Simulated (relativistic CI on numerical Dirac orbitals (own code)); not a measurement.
Mo²⁺: M2,3 absorption edge

Computed with this model: Dirac-Coulomb-Breit CI, KLI orbitals optimised for each configuration, a model potential for QED, valence Slater integrals scaled by 0.9, multiplet model of core-to-valence dipole absorption; configurations [Kr] 4d4 → [Ne] 3s2 3p5 3d10 4s2 4p6 4d5; 10 K; Lorentzian 3 eV and Gaussian 0.4 eV FWHM. Energies are those of the free ion, without screening or charge transfer. The branching ratio is the share of the lower-energy edge in the whole absorption, uncertain by about 0.02 where the edges overlap. S is read from ⟨S²⟩ = S(S + 1).

Field parameters in Wybourne normalisation: Td as Oh with Dq negative (B⁴₀ = 21Dq, B⁴₄ = √(5/14) B⁴₀). The field is a parameter set, without covalency.

Case free ion, the dichroism is that of the ground state at zero temperature, magnetised by exchange field 10 meV on Sz. The dichroism I(Δm = −1) − I(Δm = +1), over the sum of the three polarisations, integrates to 0.0691 on the lower edge and 0.0270 on the upper edge. The branching ratio is 0.828.

Use the orbital sum rule with 6 holes to get ⟨Lz⟩.

For a p → d edge ⟨Lz⟩ = 2 × n_h × (sum of both integrals) in this sign convention = 1.15; the ground state itself has ⟨Lz⟩ = 1.14 and ⟨Sz⟩ = -1.14. The rule assumes one radial integral for both edges, which relativistic orbitals only approach.
